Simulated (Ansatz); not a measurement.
Correlation energies of `C[N](C)[Ti]1234([CH3])([OH])[C@@H]5[C@H]1[C@H]2[C@@]3([SiH3])[C@@H]54` by basis set

```xyz
29

C    -1.3646   -2.3818   -0.1873
N    -0.4376   -1.4504   -0.7640
C    -0.1175   -1.8159   -2.1301
Ti    0.5345    0.0716   -0.2079
C     2.4563   -0.7791   -0.0355
O     0.7591    1.1547   -1.6474
C     1.0077    0.5818    2.0762
C    -0.1579   -0.2116    2.0657
C    -1.1636    0.5033    1.3908
C    -0.6359    1.7530    0.9745
Si   -1.5234    3.0646    0.0124
C     0.7133    1.7863    1.4136
H    -2.2981   -2.4263   -0.7681
H    -1.6174   -2.1128    0.8371
H    -0.9473   -3.3993   -0.1730
H     0.3661   -2.8022   -2.1705
H     0.5588   -1.0921   -2.5893
H    -1.0246   -1.8584   -2.7495
H     2.5240   -1.5721    0.7131
H     3.2265   -0.0298    0.1702
H     2.6587   -1.2153   -1.0211
H     0.8020    2.0947   -1.8172
H     1.9599    0.3055    2.5005
H    -0.2426   -1.2098    2.4691
H    -2.1636    0.1503    1.1852
H    -2.1644    4.0562    0.9174
H    -2.5738    2.4522   -0.8400
H    -0.5518    3.7991   -0.8451
H     1.4173    2.5839    1.2202
```

Charge 0, multiplicity 1. Correlated methods include outer-core shells of Ti, which these sets cover unevenly. Scalar relativity is left out up to krypton. Geometry: relaxed with PBE0-D4/def2-TZVP. It is one conformer, not always the lowest. Frozen core, restricted reference, Ansatz.

```
     basis      HF (Eh)  MP2 corr.  CCSD corr.       (T)  CCSD(T) total
  def2-SVP  -1579.00327   -1.92336    -2.00287  -0.09107    -1581.09721
def2-TZVPP  -1579.71960   -2.40942    -2.45711  -0.13186    -1582.30857
def2-QZVPP  -1579.76288   -2.57134           –         –              –
```
